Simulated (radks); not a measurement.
Values are calculated unless marked as measured or tabulated.
Coulomb parameter of the 4f shell of the ytterbium ion Yb2+ in the model configuration [Xe] 4f13 6p1, as a second difference U = [E(n + 0.5) + E(n - 0.5) - 2 E(n)] / (0.5)^2 with all orbitals relaxed. "Bare": the charge of the atom changes with n. "Screened": the 6p shell takes up the change at fixed total charge, which measures U(4f,4f) + U(6p,6p) - 2 U(4f,6p). Code: a radial shooting solver on a logarithmic mesh with Libxc functionals. Model: scalar-relativistic Kohn-Sham, PBEsol, spin-unpolarised, spherical densities, point nucleus.

| case | configuration | E - E(n) (eV) |
|---|---|---|
| start | [Xe] 4f13 6p1 | 0.000 |
| bare +0.5 | [Xe] 4f13.5 6p1 | -11.888 |
| bare -0.5 | [Xe] 4f12.5 6p1 | 16.547 |
| screened +0.5 | [Xe] 4f13.5 6p0.5 | -6.604 |
| screened -0.5 | [Xe] 4f12.5 6p1.5 | 8.883 |

U(bare) = 18.634 eV, U(screened by 6p) = 9.117 eV, against the Slater integral F0(4f,4f) = 34.711 eV with frozen orbitals.
